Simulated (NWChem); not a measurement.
System: CH4FGaO2; SMILES C[O][Ga]([OH])[F]

Input file for NWChem:

```
start job
memory heap 200 mb stack 900 mb global 1100 mb
geometry units angstroms noautoz
  Ga     0.023060     0.356201     0.000292
  F      1.082105     1.741381    -0.001314
  O     -1.729797     0.599862    -0.000048
  H     -1.983204     1.529411    -0.001677
  O      0.757066    -1.241053     0.002899
  C      0.032241    -2.444383     0.001413
  H      0.292045    -3.038557    -0.891793
  H      0.297230    -3.043197     0.889953
  H     -1.063244    -2.302143     0.005068
end
basis spherical
  Ga library sto-3g
  F library sto-3g
  O library sto-3g
  H library sto-3g
  C library sto-3g
end
dft
  xc pbe0
  iterations 150
  mulliken
end
task dft energy
```

Parts of the log:

```
             Northwest Computational Chemistry Package (NWChem) 7.3.0
             --------------------------------------------------------

 C1  symmetry detected

                             Geometry "geometry" -> ""
                             -------------------------

 Output coordinates in angstroms (scale by  1.889725989 to convert to a.u.)

  No.       Tag          Charge          X              Y              Z
 ---- ---------------- ---------- -------------- -------------- --------------
    1 Ga                  31.0000     0.01352889     0.35536920     0.00011802
    2 F                    9.0000     1.05948295     1.75046139    -0.00052594
    3 O                    8.0000    -1.74154489     0.58251337     0.00021222
    4 H                    1.0000    -2.00369412     1.50963589    -0.00063944
    5 O                    8.0000     0.76254348    -1.23490360     0.00134852
    6 C                    6.0000     0.04908173    -2.44500417    -0.00099990
    7 H                    1.0000     0.31434057    -3.03599264    -0.89471585
    8 H                    1.0000     0.31982589    -3.04200486     0.88702515
    9 H                    1.0000    -1.04769358    -2.31308935     0.00291844

 Effective nuclear repulsion energy (a.u.)     388.9420770393

                                 NWChem DFT Module
                                 -----------------

 Summary of "ao basis" -> "ao basis" (spherical)
 ------------------------------------------------------------------------------
       Tag                 Description            Shells   Functions and Types
 ---------------- ------------------------------  ------  ---------------------
 Ga                          sto-3g                  8       18   4s3p1d
 F                           sto-3g                  3        5   2s1p
 O                           sto-3g                  3        5   2s1p
 H                           sto-3g                  1        1   1s
 C                           sto-3g                  3        5   2s1p

            General Information
            -------------------
          SCF calculation type: DFT
          Wavefunction type:  closed shell.
          No. of atoms     :     9
          No. of electrons :    66
           Alpha electrons :    33
            Beta electrons :    33
          Charge           :     0
          Spin multiplicity:     1
          Use of symmetry is: off; symmetry adaption is: off
          Maximum number of iterations: 150
          AO basis - number of functions:    42
                     number of shells:    24
          Convergence on energy requested:  1.00D-06
          Convergence on density requested:  1.00D-05
          Convergence on gradient requested:  5.00D-04

              XC Information
              --------------
                         PBE0 Method XC Functional
                     Hartree-Fock (Exact) Exchange  0.250
          PerdewBurkeErnzerhof Exchange Functional  0.750
            Perdew 1991 LDA Correlation Functional  1.000 local
           PerdewBurkeErnz. Correlation Functional  1.000 non-local

             Grid Information
             ----------------
          Grid used for XC integration:  medium
          Radial quadrature: Mura-Knowles
          Angular quadrature: Lebedev.
          Tag              B.-S. Rad. Rad. Pts. Rad. Cut. Ang. Pts.
          ---              ---------- --------- --------- ---------
          Ga                  1.30      112          10.0       590
          F                   0.50       49          11.0       434
          O                   0.60       49          11.0       434
          H                   0.35       45          12.0       434
          C                   0.70       49          11.0       434
          Grid pruning is: on
          Number of quadrature shells:   488
          Spatial weights used:  Erf1

      Superposition of Atomic Density Guess
      -------------------------------------

 Sum of atomic energies:       -2185.33675139

      Non-variational initial energy
      ------------------------------

 Total energy =   -2185.468555
 1-e energy   =   -3851.451352
 2-e energy   =    1277.040720
 HOMO         =      -0.020404
 LUMO         =       0.151920

     ---------------------------------------------
      Total Density - Mulliken Population Analysis
     ---------------------------------------------

    Atom       Charge   Shell Charges
 -----------   ------   -------------------------------------------------------
    1 Ga  31    29.47   2.00  2.00  6.00  2.00  5.93  0.92  0.92  9.71
    2 F    9     9.62   2.00  1.95  5.67
    3 O    8     8.81   2.00  1.84  4.98
    4 H    1     0.64   0.64
    5 O    8     8.75   2.00  1.82  4.93
    6 C    6     5.75   1.99  1.24  2.52
    7 H    1     0.99   0.99
    8 H    1     0.99   0.99
    9 H    1     0.98   0.98

   convergence    iter        energy       DeltaE   RMS-Dens  Diis-err
 ---------------- ----- ----------------- --------- --------- ---------
 d= 0,ls=0.0,diis     1  -2188.3070572388 -2.58D+03  6.24D-02  1.01D+00
 d= 0,ls=0.0,diis     2  -2188.3310459816 -2.40D-02  3.43D-02  1.40D+00
 d= 0,ls=0.0,diis     3  -2188.4934699707 -1.62D-01  2.19D-02  4.87D-01
 d= 0,ls=0.0,diis     4  -2188.5701522375 -7.67D-02  6.90D-03  2.11D-02
 d= 0,ls=0.0,diis     5  -2188.5717210064 -1.57D-03  2.92D-03  1.29D-02
  Resetting Diis
 d= 0,ls=0.0,diis     6  -2188.5741339956 -2.41D-03  3.70D-04  1.41D-04
 d= 0,ls=0.0,diis     7  -2188.5741582762 -2.43D-05  3.64D-04  2.06D-05
 d= 0,ls=0.0,diis     8  -2188.5741474741  1.08D-05  2.50D-04  8.30D-05
 d= 0,ls=0.0,diis     9  -2188.5741621681 -1.47D-05  4.60D-05  1.48D-06
 d= 0,ls=0.0,diis    10  -2188.5741624194 -2.51D-07  2.39D-05  2.56D-07
 d= 0,ls=0.0,diis    11  -2188.5741624949 -7.55D-08  2.52D-05  2.16D-08
 d= 0,ls=0.0,diis    12  -2188.5741625175 -2.25D-08  4.38D-06  1.24D-08

         Total DFT energy =    -2188.574162517471
      One electron energy =    -3835.956752136822
           Coulomb energy =     1368.219315130546
    Exchange-Corr. energy =     -109.778802550490
 Nuclear repulsion energy =      388.942077039295

 Numeric. integr. density =       66.000023306214

                       DFT Final Molecular Orbital Analysis
                       ------------------------------------

 Vector   31  Occ=2.000000D+00  E=-1.115220D-01
              MO Center= -4.3D-02,  4.0D-01,  1.1D-04, r^2= 4.2D-01
   Bfn.  Coefficient  Atom+Function         Bfn.  Coefficient  Atom+Function
  ----- ------------  ---------------      ----- ------------  ---------------
    17      0.874867  1 Ga d  1              15     -0.391666  1 Ga d -1
    28     -0.224521  3 O  pz                23      0.174671  2 F  pz
    34      0.050297  5 O  pz                13     -0.026573  1 Ga pz

 Vector   32  Occ=2.000000D+00  E=-8.308727D-02
              MO Center= -2.3D-02,  3.8D-01,  7.9D-05, r^2= 5.0D-01
   Bfn.  Coefficient  Atom+Function         Bfn.  Coefficient  Atom+Function
  ----- ------------  ---------------      ----- ------------  ---------------
    14      0.910435  1 Ga d -2              12     -0.255990  1 Ga py
    18      0.225199  1 Ga d  2              22      0.150880  2 F  py
    25     -0.129006  3 O  s                 29      0.111414  4 H  s
    27      0.109149  3 O  py                16     -0.082317  1 Ga d  0
    20      0.073283  2 F  s                 11     -0.072333  1 Ga px

 Vector   33  Occ=2.000000D+00  E=-7.618962D-02
              MO Center=  8.5D-02,  3.4D-01,  1.5D-04, r^2= 7.3D-01
   Bfn.  Coefficient  Atom+Function         Bfn.  Coefficient  Atom+Function
  ----- ------------  ---------------      ----- ------------  ---------------
    18      0.878776  1 Ga d  2              11      0.239533  1 Ga px
    21     -0.236228  2 F  px                14     -0.218393  1 Ga d -2
    32     -0.205760  5 O  px                31     -0.131390  5 O  s
    26     -0.111371  3 O  px                22      0.101140  2 F  py
    42     -0.068979  9 H  s                 25      0.068360  3 O  s

 Vector   34  Occ=0.000000D+00  E= 9.652338D-02
              MO Center= -4.7D-03,  3.1D-01,  3.7D-04, r^2= 2.6D+00
   Bfn.  Coefficient  Atom+Function         Bfn.  Coefficient  Atom+Function
  ----- ------------  ---------------      ----- ------------  ---------------
    13      0.902614  1 Ga pz                28     -0.405589  3 O  pz
    34     -0.404819  5 O  pz                23     -0.354461  2 F  pz
     9     -0.226539  1 Ga pz                40     -0.077534  7 H  s
    41      0.076727  8 H  s                  5      0.067474  1 Ga pz
    39     -0.033077  6 C  pz

 Vector   35  Occ=0.000000D+00  E= 1.173758D-01
              MO Center=  9.3D-03,  3.2D-01, -1.0D-05, r^2= 2.4D+00
   Bfn.  Coefficient  Atom+Function         Bfn.  Coefficient  Atom+Function
  ----- ------------  ---------------      ----- ------------  ---------------
    10      0.839193  1 Ga s                 16     -0.451099  1 Ga d  0
    31     -0.389228  5 O  s                 26     -0.385219  3 O  px
    22      0.340698  2 F  py                25     -0.326503  3 O  s
    32      0.284146  5 O  px                21      0.242709  2 F  px
    33     -0.232899  5 O  py                20     -0.226221  2 F  s

 Vector   36  Occ=0.000000D+00  E= 2.902272D-01
              MO Center= -2.7D-01,  2.9D-01,  5.5D-05, r^2= 3.2D+00
   Bfn.  Coefficient  Atom+Function         Bfn.  Coefficient  Atom+Function
  ----- ------------  ---------------      ----- ------------  ---------------
    11      0.931986  1 Ga px                25      0.671261  3 O  s
    29     -0.470000  4 H  s                 31     -0.357755  5 O  s
    22      0.342682  2 F  py                36      0.331024  6 C  s
    38      0.323697  6 C  py                26      0.296009  3 O  px
    20     -0.263774  2 F  s                 27      0.257713  3 O  py

     ---------------------------------------------
      Total Density - Mulliken Population Analysis
     ---------------------------------------------

    Atom       Charge   Shell Charges
 -----------   ------   -------------------------------------------------------
    1 Ga  31    30.48   2.00  2.00  6.00  2.00  5.95  1.21  1.89  9.43
    2 F    9     9.18   2.00  1.96  5.22
    3 O    8     8.35   2.00  1.86  4.50
    4 H    1     0.80   0.80
    5 O    8     8.29   2.00  1.82  4.47
    6 C    6     6.13   1.99  1.20  2.94
    7 H    1     0.92   0.92
    8 H    1     0.92   0.92
    9 H    1     0.92   0.92

     -------------------------------------------
      Total Density - Lowdin Population Analysis
     -------------------------------------------

    Atom       Charge   Shell Charges
 -----------   ------   -------------------------------------------------------
    1 Ga  31    30.68   2.00  2.00  6.00  1.99  5.91  1.23  2.11  9.44
    2 F    9     9.12   2.00  1.90  5.23
    3 O    8     8.23   2.00  1.71  4.53
    4 H    1     0.86   0.86
    5 O    8     8.18   2.00  1.69  4.50
    6 C    6     6.04   1.98  1.05  3.01
    7 H    1     0.96   0.96
    8 H    1     0.96   0.96
    9 H    1     0.96   0.96

     Multipole analysis of the density
     ---------------------------------

     L   x y z        total         alpha         beta         nuclear
     -   - - -        -----         -----         ----         -------
     0   0 0 0     -0.000000    -33.000000    -33.000000     66.000000

     1   1 0 0     -0.412355     -0.206177     -0.206177      0.000000
     1   0 1 0      0.092517      0.046259      0.046259     -0.000000
     1   0 0 1     -0.000896     -0.000448     -0.000448     -0.000000

     2   2 0 0    -28.629717    -93.506468    -93.506468    158.383220
     2   1 1 0     -1.657273      2.845182      2.845182     -7.347637
     2   1 0 1      0.000622     -0.000906     -0.000906      0.002434
     2   0 2 0    -24.564016   -205.789254   -205.789254    387.014491
     2   0 1 1      0.002389     -0.008893     -0.008893      0.020175
     2   0 0 2    -25.602050    -15.635312    -15.635312      5.668575
```

Level: PBE0/STO-3G. The geometry was optimised at PBE0/def2-SVP.
